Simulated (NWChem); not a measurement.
SiSH cation, singlet; SMILES [Si]=[SH+]

```xyz
3

Si    -0.0350    -1.0961     0.0000
S      0.1069     0.9644     0.0000
H     -1.2593     1.0423     0.0000
```
Atoms are numbered in this order, from 1.

Program: NWChem. Geometry optimised at PBE0/def2-SVP; all other runs use it. Pople sets run with spherical d functions. Low-valent species are run as closed-shell singlets; no triplet was tried in these runs.

| quantity | level | value |
|---|---|---|
| first state with f > 0.002 (eV), S K edge, unshifted | PBE/cc-pVTZ, TDA | ___ |
| vertical, lowest excitation, singlet (eV) | B3LYP/aug-cc-pVDZ, full TDDFT | ___ |
| solvation free energy (kcal/mol) in ethyl acetate | M06-2X/6-31G*, SMD | ___ |
| charge (e), ESP Si1 | Hartree-Fock/6-31G* | 0.79 |
| anisotropy (bohr³) at 1065 nm | PBE0/def2-SVPD | 20.5 |
| highest harmonic frequency (cm⁻¹) | PBE0/def2-SVP | 2596 |

### Question
Fill in the missing entries.

### Answer

- first state with f > 0.002 (eV), S K edge, unshifted, value: 2397.6
- vertical, lowest excitation, singlet (eV), value: 3.51
- solvation free energy (kcal/mol) in ethyl acetate, value: -54.7
